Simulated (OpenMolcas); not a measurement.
Pm3+: moving or changing the point charges

Pm3+ among 3 point charges of -1 e arranged as a planar triangle (D3h), 2.22 Å from the ion.
```
   2.2200    0.0000    0.0000  -1.00
  -1.1100    1.9226    0.0000  -1.00
  -1.1100   -1.9226    0.0000  -1.00
```

```
Program             : OpenMolcas 26.06
Method              : CASSCF
Basis               : ANO-RCC-VDZP [7s6p4d2f1g]
Scalar Hamiltonian  : DKH2, point nucleus
Active space        : 4 electrons in 7 orbitals (4f)
State averaging     : 2S+1 = 5 even, 35 roots (32 in the spin-orbit step); 2S+1 = 3 even, 117 roots kept (CI in the orbitals of an earlier block, 106 in the spin-orbit step); 2S+1 = 1 even, 75 roots kept (CI in the orbitals of an earlier block, 31 in the spin-orbit step)
Spin-orbit coupling : RASSI with atomic mean-field integrals over the reference wave functions
```

Runs around this geometry, states (labels of D3, the rotations of D3h). Energies in cm-1 above the lowest state or level, χT in cm3 K/mol.

```csv
R (Å),Ground state,First state of that spin,First gap with spin-orbit (degeneracies),Width of lowest J,χT at 300 K
2.22,2S+1 = 5,5E 136.7,"161.4 (2, 1)",487,0.980
2.47,2S+1 = 5,5E 102.1,"126.0 (2, 1)",359,0.989
2.56,2S+1 = 5,5E 92.7,"115.5 (2, 1)",324,0.992
```

Taking the width of the lowest J multiplet as R^-n, n = -ln(324 / 487) / ln(2.56 / 2.22) = 2.9 between the shortest and longest distance.

High states are left out of the spin-orbit mixing, which shifts the levels that they would mix with. This is an electrostatic model: the charges have no orbitals. An unlabelled pair can be two single states that coincide in this model. No measured value stands beside these numbers.

A state without a sure symmetry label is named by its multiplicity alone.
